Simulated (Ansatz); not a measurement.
`C[SiH2]CBr` → `CBr` + `C[SiH]` at 600 K and 1 bar (silylene formation by 1,1-elimination).

Gas-phase electronic energies from Ansatz, PBE0-D4/def2-TZVP geometries. CCSD(T)/CBS adds triple-zeta CCSD(T) − MP2 to the extrapolated MP2 energy (def2 sets, frozen cores). This one scheme is used for every species. For Br outer-core shells are correlated without core-valence functions, which leaves a few kJ/mol of doubt a bond. Scalar relativity is left out up to krypton. One conformer a species, not always the lowest.

```tsv
species	CCSD(T)/CBS energy (Eh)	H − E (kJ/mol)	S (J/(mol·K))
`C[SiH2]CBr`	-2942.73033	274.1	436.7
`CBr`	-2613.17401	124.2	281.5
`C[SiH]`	-329.46712	143.5	309.3
```

H − E and S are ideal-gas, rigid-rotor, harmonic terms from PBE0-D4/def2-TZVP, for one conformer and one mirror image of each species. 1 Eh = 2625.50 kJ/mol, R = 8.31446 J/(mol·K).

Task: By hand: ΔE, ΔH, ΔS and ΔG.

Result: ΔE = (-2613.17401) + (-329.46712) − (-2942.73033) = 0.08920 Eh = 234.2 kJ/mol. Δ(H − E) = 124.2 + 143.5 − 274.1 = -6.4, so ΔH = 227.8 kJ/mol. ΔS = 281.5 + 309.3 − 436.7 = 154.1 J/(mol·K). ΔG = 227.8 − 600 × (154.1)/1000 = 135.3 kJ/mol.

Task: By hand: the equilibrium constant, and the temperature at which ΔG would vanish if ΔH and ΔS stayed fixed.

Result: log₁₀ K = −ΔG/(RT ln 10) = -11.8. ΔG = 0 at ΔH/ΔS = 1478 K.

The number of gas molecules changes by +1, which sets the sign of ΔS. A doubt of 5 kJ/mol in ΔE shifts log₁₀ K by 0.4 here. Other conformers and mirror images would add mixing entropy, several J/(mol·K) or more a flexible species. These are equilibria of isolated gas molecules and say nothing of rates. Largest T1 diagnostic: 0.012 (customary marks: 0.02 for closed shells, 0.045 for open ones).
